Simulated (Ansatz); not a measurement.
A nudged elastic band was laid between two geometries of Cl2FH6O2SiTa (13 atoms, charge 0, multiplicity 1).

The calculation used RKS PBE/def2-SVP in Ansatz.

- movable images: 7
- climbing image: yes
- spring: 2.0 to 10.0 eV/Å², energy-weighted
- optimiser: quadratic models (default)
- start path: through a guess of the saddle point
- force threshold: 0.03 eV/Å
- iteration limit: 60
- end points: relaxed

First end point:

```xyz
13
Properties=species:S:1:pos:R:3
Ta -0.262 -0.430 -0.134
Cl 1.989 -1.209 -0.016
O 0.058 0.295 1.607
H 0.876 0.375 2.128
Cl -0.034 -0.438 -2.489
F -1.643 0.858 -0.331
O -1.232 -2.000 0.195
H -1.484 -2.483 1.003
Si 1.401 2.655 -1.565
H 2.425 1.978 -2.422
H 0.180 3.036 -2.345
H 1.992 3.862 -0.893
H 0.999 1.712 -0.447
```

Last end point:

```xyz
13
Properties=species:S:1:pos:R:3
Ta -1.015 0.351 -0.284
Cl 2.831 -1.383 0.043
O -0.300 0.985 1.363
H 0.242 1.680 1.773
Cl -1.457 0.284 -2.604
F -2.797 0.846 0.114
O -0.386 -1.417 -0.159
H 0.543 -1.689 0.045
Si 0.865 2.020 -1.192
H 2.014 1.076 -1.562
H 0.615 2.841 -2.427
H 1.465 2.923 -0.133
H 2.643 -0.303 -0.685
```

(1) Which bonds break or form, and what moves?

(2) Give the energies along the band, and the barrier.

## Answers

(1) Bonds broken: Ta1–Cl2, Si9–H13. Bonds formed: Ta1–Si9, Cl2–H13. Cl2FH6O2SiTa becomes ClFH5O2SiTa + ClH.

(2) It did not converge within its limit. The highest image is number 4 of 0 to 8, 1.46 eV above the first end and 0.20 eV above the last; the last end lies 1.27 eV above the first. The band didn't meet its force threshold, so its energies are provisional: the largest band force was still 0.09 eV/Å, and over the last iterations the top stayed at 1.46 eV. Neighbouring images lie up to 1.9 Å apart, so the band is torn or far too coarse. The orbitals stay closed-shell, which can raise the energy where a bond breaks towards radicals; this wasn't checked here.

```json
{"image": "0", "path coordinate (Å)": "0.00", "energy (eV)": "0.00", "Ta1–Cl2 (Å)": "2.38", "Si9–H13 (Å)": "1.52", "Ta1–Si9 (Å)": "3.79"}
{"image": "1", "path coordinate (Å)": "1.94", "energy (eV)": "0.11", "Ta1–Cl2 (Å)": "2.39", "Si9–H13 (Å)": "1.52", "Ta1–Si9 (Å)": "3.56"}
{"image": "2", "path coordinate (Å)": "3.88", "energy (eV)": "0.99", "Ta1–Cl2 (Å)": "2.71", "Si9–H13 (Å)": "1.63", "Ta1–Si9 (Å)": "2.88"}
{"image": "3", "path coordinate (Å)": "4.39", "energy (eV)": "1.41", "Ta1–Cl2 (Å)": "2.99", "Si9–H13 (Å)": "1.90", "Ta1–Si9 (Å)": "2.76"}
{"image": "4", "path coordinate (Å)": "4.78", "energy (eV)": "1.46", "Ta1–Cl2 (Å)": "3.28", "Si9–H13 (Å)": "2.13", "Ta1–Si9 (Å)": "2.72"}
{"image": "5", "path coordinate (Å)": "5.23", "energy (eV)": "1.43", "Ta1–Cl2 (Å)": "3.57", "Si9–H13 (Å)": "2.35", "Ta1–Si9 (Å)": "2.70"}
{"image": "6", "path coordinate (Å)": "5.74", "energy (eV)": "1.37", "Ta1–Cl2 (Å)": "3.76", "Si9–H13 (Å)": "2.58", "Ta1–Si9 (Å)": "2.68"}
{"image": "7", "path coordinate (Å)": "6.49", "energy (eV)": "1.29", "Ta1–Cl2 (Å)": "3.97", "Si9–H13 (Å)": "2.72", "Ta1–Si9 (Å)": "2.68"}
{"image": "8", "path coordinate (Å)": "8.00", "energy (eV)": "1.27", "Ta1–Cl2 (Å)": "4.23", "Si9–H13 (Å)": "2.97", "Ta1–Si9 (Å)": "2.67"}
```

The run took 9.2 min on 4 threads of Intel(R) Xeon(R) 6975P-C (Granite Rapids), on a shared host, peak memory 0.29 GiB.
